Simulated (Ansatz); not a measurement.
Steps of a relaxation of C5BrMnO5 (`[O+]#[C][Mn-5]([Br])([C]#[O+])([C]#[O+])([C]#[O+])[C]#[O+]`) with RKS PBE0-D4/def2-TZVP.

```sh
$ ansatz run in.yaml --threads 4 --pin off --events-out ev --progress --plain --max-ram 46080MiB --backend cuda --devices 0, --max-vram 37GiB
```

```yaml
crystal:
  periodic: [false, false, false]
  atoms:
    - {symbol: O, position_ang: [0.769940, -0.633420, 2.784080]}
    - {symbol: C, position_ang: [0.474380, -0.389040, 1.710910]}
    - {symbol: Mn, position_ang: [0.005060, -0.003740, 0.014860]}
    - {symbol: Br, position_ang: [-0.663210, 0.542350, -2.395270]}
    - {symbol: C, position_ang: [-1.063830, 1.402800, 0.434870]}
    - {symbol: O, position_ang: [-1.748860, 2.290910, 0.600890]}
    - {symbol: C, position_ang: [-1.460180, -1.076160, -0.026480]}
    - {symbol: O, position_ang: [-2.391300, -1.711410, -0.149940]}
    - {symbol: C, position_ang: [1.368320, 1.153000, -0.305670]}
    - {symbol: O, position_ang: [2.179120, 1.887730, -0.602590]}
    - {symbol: C, position_ang: [0.978060, -1.332260, -0.750710]}
    - {symbol: O, position_ang: [1.552490, -2.130750, -1.314950]}
basis:
  gaussian: {orbitals: def2-TZVP}
hamiltonian: {xc: pbe0, dispersion: d4}
relax: {f_tol: 0.005, max_steps: 150}
```

Positions (Å) and forces (eV/Å) along the path, 6 of 6 steps:

```xyz
12
step=1 energy=-116765.0829 eV
O     0.770   -0.633    2.784   -0.093    0.080   -0.347
C     0.474   -0.389    1.711    0.114   -0.096    0.426
Mn    0.005   -0.004    0.015   -0.014    0.009   -0.057
Br   -0.663    0.542   -2.395    0.132   -0.108    0.474
C    -1.064    1.403    0.435   -0.764    0.980    0.064
O    -1.749    2.291    0.601    0.220   -0.265    0.110
C    -1.460   -1.076   -0.026   -1.035   -0.654   -0.252
O    -2.391   -1.711   -0.150    0.296    0.128    0.196
C     1.368    1.153   -0.306    0.824    0.806   -0.434
O     2.179    1.888   -0.603   -0.155   -0.221    0.240
C     0.978   -1.332   -0.751    0.592   -0.845   -0.726
O     1.552   -2.131   -1.315   -0.117    0.187    0.307
12
step=2 energy=-116765.1680 eV
O     0.763   -0.627    2.756    0.018   -0.012    0.057
C     0.467   -0.383    1.686    0.000   -0.003    0.011
Mn   -0.003    0.002   -0.012    0.127   -0.101    0.444
Br   -0.645    0.528   -2.332   -0.092    0.075   -0.332
C    -1.080    1.423    0.429   -0.340    0.433    0.016
O    -1.759    2.308    0.623    0.071   -0.078    0.088
C    -1.481   -1.088   -0.036   -0.462   -0.283   -0.124
O    -2.406   -1.733   -0.130    0.096    0.016    0.113
C     1.383    1.170   -0.318    0.365    0.363   -0.208
O     2.205    1.900   -0.586   -0.026   -0.076    0.128
C     0.987   -1.347   -0.771    0.253   -0.363   -0.326
O     1.570   -2.153   -1.310   -0.009    0.029    0.132
12
step=3 energy=-116765.2047 eV
O     0.759   -0.623    2.742    0.014   -0.009    0.044
C     0.463   -0.380    1.672   -0.021    0.015   -0.069
Mn   -0.008    0.006   -0.029    0.074   -0.059    0.258
Br   -0.657    0.537   -2.373   -0.021    0.017   -0.076
C    -1.095    1.443    0.434   -0.093    0.107   -0.086
O    -1.768    2.324    0.655    0.063   -0.073    0.057
C    -1.501   -1.103   -0.036   -0.124   -0.036   -0.117
O    -2.420   -1.757   -0.102    0.088    0.026    0.080
C     1.401    1.185   -0.322    0.052    0.098   -0.137
O     2.235    1.911   -0.561   -0.039   -0.071    0.095
C     0.999   -1.364   -0.783    0.025   -0.051   -0.152
O     1.591   -2.179   -1.296   -0.017    0.035    0.102
12
step=4 energy=-116765.2110 eV
O     0.755   -0.618    2.724    0.000    0.000    0.001
C     0.458   -0.375    1.653   -0.003    0.003   -0.012
Mn   -0.013    0.010   -0.046   -0.025    0.021   -0.090
Br   -0.664    0.543   -2.397   -0.005    0.004   -0.017
C    -1.099    1.447    0.423   -0.004    0.011    0.047
O    -1.764    2.323    0.682    0.005   -0.008   -0.014
C    -1.504   -1.102   -0.044   -0.010   -0.025    0.040
O    -2.415   -1.771   -0.068    0.009    0.010   -0.010
C     1.401    1.188   -0.330    0.032    0.008    0.036
O     2.250    1.907   -0.527   -0.013   -0.007   -0.008
C     0.996   -1.363   -0.795    0.025   -0.028    0.030
O     1.601   -2.189   -1.273   -0.010    0.012   -0.005
12
step=5 energy=-116765.2113 eV
O     0.752   -0.615    2.713    0.001   -0.001    0.003
C     0.455   -0.372    1.642    0.006   -0.005    0.023
Mn   -0.015    0.012   -0.055    0.008   -0.007    0.030
Br   -0.667    0.546   -2.408    0.005   -0.004    0.017
C    -1.099    1.448    0.425   -0.008    0.007   -0.023
O    -1.763    2.323    0.690    0.000    0.000    0.006
C    -1.505   -1.104   -0.042   -0.008    0.004   -0.023
O    -2.414   -1.774   -0.059    0.000   -0.003    0.006
C     1.402    1.188   -0.328   -0.005    0.007   -0.024
O     2.254    1.905   -0.518    0.003    0.000    0.006
C     0.997   -1.364   -0.794   -0.005    0.004   -0.024
O     1.604   -2.192   -1.266    0.003   -0.003    0.005
12
step=6 energy=-116765.2114 eV
O     0.753   -0.616    2.717   -0.001    0.001   -0.005
C     0.456   -0.373    1.646    0.001   -0.001    0.005
Mn   -0.014    0.012   -0.052    0.000    0.000    0.000
Br   -0.666    0.545   -2.404    0.000    0.000   -0.001
C    -1.100    1.448    0.424    0.001   -0.001    0.000
O    -1.764    2.323    0.687   -0.001    0.001    0.000
C    -1.505   -1.104   -0.043    0.001    0.001    0.000
O    -2.415   -1.773   -0.063   -0.002   -0.001    0.000
C     1.402    1.188   -0.329   -0.001   -0.001    0.000
O     2.253    1.906   -0.522    0.002    0.001    0.000
C     0.997   -1.364   -0.794    0.000    0.001    0.001
O     1.603   -2.191   -1.269    0.001   -0.001   -0.001
```

Run time 23 s (4 threads of an AMD EPYC 7R13 on a shared host and a share of an NVIDIA H100 80 GB); peak host memory 1.2 GiB.
